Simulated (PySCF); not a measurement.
These compounds are isomers of formula C$_{6}$H$_{8}$FPSi.

A. `Fc1cccc(P[SiH3])c1`
B. SMILES c1c(C)c(F)c([SiH3])cp1
C. SMILES Cc1cpc([SiH3])cc1F
D. SMILES Fc1ccc(P[SiH3])cc1

Spectrum 1. ¹³C{¹H} NMR (computed): δ 172.8 (C), 140.3 (CH), 134.1 (C), 122.0 (CH).

Spectrum 2. ¹³C{¹H} NMR (computed): δ 172.7 (C), 143.8 (C), 136.3 (CH), 133.0 (CH), 124.4 (CH), 119.8 (CH).

Spectrum 3. ¹³C{¹H} NMR (computed): δ 176.4 (C), 173.1 (CH), 170.0 (CH), 136.2 (C), 131.6 (C), 22.6 (CH3).

Spectrum 4. ¹³C{¹H} NMR (computed): δ 171.4 (C), 171.2 (C), 168.4 (CH), 138.4 (C), 134.1 (CH), 22.5 (CH3).

PySCF 2.14.0 with density-fitted response routines calculation with shieldings: GIAO PBE0/pcSseg-1 and geometry from GFN2-xTB; no relativistic terms, fast rotation and ring inversion assumed for equivalent nuclei, single conformer, gas phase.

Shifts are taken against calculated references (same method and geometry level): ¹³C (186.93 ppm) against TMS. Splittings of carbon signals by F and P are missing where no couplings were computed. Shifts are as computed. Against solution values, carbons near 30 ppm lie about +3 ppm off and those near 130 ppm about +5 ppm. Of 1211 compounds with measured shifts, 218 miss one by over three times the rms of a fit or turn the order of signals round; such compounds aren't used in these exercises.

Match each spectrum to its structure.

Answers

1–D, 2–A, 3–B, 4–C.

- Spectrum 1 (D): 4 ¹³C signals; δC 172.8 is an aromatic carbon bearing fluorine; δC 140.3 is an aromatic CH.
- Spectrum 2 (A): 6 ¹³C signals; δC 172.7 is an aromatic carbon bearing fluorine; δC 136.3 is an aromatic CH.
- Spectrum 3 (B): 6 ¹³C signals; δC 176.4 is an aromatic carbon bearing fluorine; δC 22.6 is a methyl carbon on an aromatic ring.
- Spectrum 4 (C): 6 ¹³C signals; δC 171.4 is an aromatic carbon bearing fluorine; δC 134.1 is an aromatic CH.
